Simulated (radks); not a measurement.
Values are calculated unless marked as measured or tabulated.
Cl II, 16 electrons, occupied as [Ne] 3s2 3p4.

Code: a radial shooting solver on a logarithmic mesh with Libxc functionals. Model: non-relativistic Kohn-Sham, TPSS, spin-polarised, spherical densities, point nucleus; open shells are filled with parallel spins first; meta-GGA in the generalised Kohn-Sham scheme.

Energy parts (hartree):
| part | energy |
|---|---|
| total | -459.69537 |
| kinetic | 459.16020 |
| electron-nucleus | -1086.57967 |
| Hartree | 195.58626 |
| exchange-correlation | -27.86216 |

Orbitals (lengths in bohr, moments of r in powers of bohr; <r^-3> diverges for s and p1/2; r(max) is where P^2 peaks):
| orbital | occ. | eigenvalue (hartree) | <r^4> | <r^-3> | <r> | r(max) |
|---|---|---|---|---|---|---|
| 1s up | 1 | -101.5200 | 0.0003234 | - | 0.09133 | 0.05992 |
| 1s down | 1 | -101.5058 | 0.0003233 | - | 0.09132 | 0.05991 |
| 2s up | 1 | -9.76303 | 0.1000 | - | 0.4453 | 0.3626 |
| 2s down | 1 | -9.75179 | 0.09954 | - | 0.4452 | 0.3628 |
| 2p up | 3 | -7.53990 | 0.09128 | 100.9 | 0.4073 | 0.3016 |
| 2p down | 3 | -7.52248 | 0.09067 | 100.8 | 0.4072 | 0.3019 |
| 3s up | 1 | -1.22658 | 10.66 | - | 1.491 | 1.269 |
| 3s down | 1 | -1.13256 | 11.28 | - | 1.503 | 1.269 |
| 3p up | 3 | -0.75365 | 19.79 | 8.573 | 1.689 | 1.378 |
| 3p down | 1 | -0.66792 | 22.68 | 8.284 | 1.729 | 1.394 |

The highest occupied level is 3p down at -18.175 eV. The spin density at the nucleus is 0.0816 e/bohr^3 (1s -0.1488, 2s 0.1434, 3s 0.0870), a Fermi contact field of 4.28 T. For comparison, the ionisation energy in NIST's Atomic Spectra Database is 23.814 eV (measured). In exact Kohn-Sham theory the highest level is minus the ionisation energy, but local and semilocal functionals leave it too shallow, through self-interaction and a potential that decays too fast; potentials with the right tail come closer. Spin moment in Bohr magnetons: 2. The density falls to 0.001 e/bohr^3 at r = 3.55 bohr. Virial ratio -V/T = 2.00117. The electron density at the nucleus is 3224 e/bohr^3.
